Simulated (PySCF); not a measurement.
**Ne³⁺: ionisation energy**

Ne³⁺ [He] 2s2 2p3 [2p1/2^2 2p3/2^1, M_J = 3/2] → Ne⁴⁺ [He] 2s2 2p2 [2p1/2^2, M_J = 0], as a difference of total energies. All numbers are calculated (PySCF 2.14, the two-component X2C-1e Hamiltonian, in x2c-SVPall-2c). Correlated levels: 1s2 frozen. "Screened" scales the spin-orbit matrix elements by Boettger's factors to mimic the two-electron term; Breit and QED terms are absent.

| method | ionisation energy (eV) |
| --- | --- |
| GHF (spin-free) | 97.161 |
| GMP2 (spin-free) | 97.286 |
| GHF (screened spin-orbit) | 97.112 |
| GMP2 (screened spin-orbit) | 97.238 |

How much does correlation contribute at GMP2 (screened spin-orbit)?

97.238 − (97.112) = 0.126 eV, measured against GHF (screened spin-orbit).

Errors of the correlated levels include the incompleteness of this basis and the frozen core.

The labels give the starting determinants; with spin-orbit coupling the two ends relaxed to ⟨J²⟩ = 3.75, ⟨L²⟩ = 0.00, ⟨S²⟩ = 3.75 and ⟨J²⟩ = 1.96, ⟨L²⟩ = 2.00, ⟨S²⟩ = 2.00.

The determinant of Ne⁴⁺ mixes levels of different J (the jj label is only the starting occupation), so the difference between spin-free and spin-orbit rows is not the physical spin-orbit shift.

For comparison: 97.190 eV (semi-empirical (NIST evaluation); NIST Atomic Spectra Database, ionization energies).
